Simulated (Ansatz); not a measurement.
C4H9F3NTa, SMILES `CC(C)(C)[N]=[Ta]([F])([F])[F]`. The species carries charge 0 and has multiplicity 1. Ta takes the def2 core potential. All single points use the PBE0-D4/def2-TZVP geometry.

```xyz
18

C     1.196    0.799    0.996
C     0.205    0.437   -0.108
C    -0.898    1.490   -0.194
C     0.929    0.321   -1.448
N    -0.391   -0.831    0.205
Ta   -1.118   -2.379    0.588
F    -2.976   -2.119    0.727
F    -0.388   -2.963    2.221
F    -0.699   -3.568   -0.808
H     1.666    1.762    0.784
H     0.687    0.867    1.960
H     1.978    0.041    1.073
H    -1.430    1.566    0.757
H    -0.472    2.468   -0.432
H    -1.619    1.228   -0.971
H     1.394    1.274   -1.713
H     1.708   -0.442   -1.398
H     0.228    0.047   -2.240
```

Q: What is the dipole moment at B3LYP/def2-TZVPP? (An estimate is asked.)

A: Computed: 1.31 D, with components (0.54, 1.15, -0.28) D in this frame, pointing from negative to positive charge.

Q: And with PBE, r2SCAN, ωB97M-V? (Estimate.)

A: The calculation gave: PBE 1.26 D, r2SCAN 1.26 D, ωB97M-V 1.12 D.

Q: Give the Mulliken charges with B3LYP, ωB97M-V, r2SCAN in def2-TZVPP. (Best estimate.)

A: Ansatz gave: 
```tsv
atom	B3LYP	ωB97M-V	r2SCAN
C1	-0.26	-0.30	-0.18
C2	0.27	0.06	0.34
C3	-0.26	-0.30	-0.18
C4	-0.26	-0.30	-0.18
N5	-0.45	-0.42	-0.49
Ta6	1.26	1.24	1.27
F7	-0.34	-0.33	-0.34
F8	-0.34	-0.33	-0.34
F9	-0.34	-0.33	-0.34
H10	0.08	0.10	0.04
H11	0.08	0.11	0.05
H12	0.08	0.11	0.05
H13	0.08	0.11	0.05
H14	0.08	0.10	0.04
H15	0.08	0.11	0.05
H16	0.08	0.10	0.04
H17	0.08	0.11	0.05
H18	0.08	0.11	0.05
```

B3LYP here is the variant with VWN-RPA as its local correlation; programs differ in this.
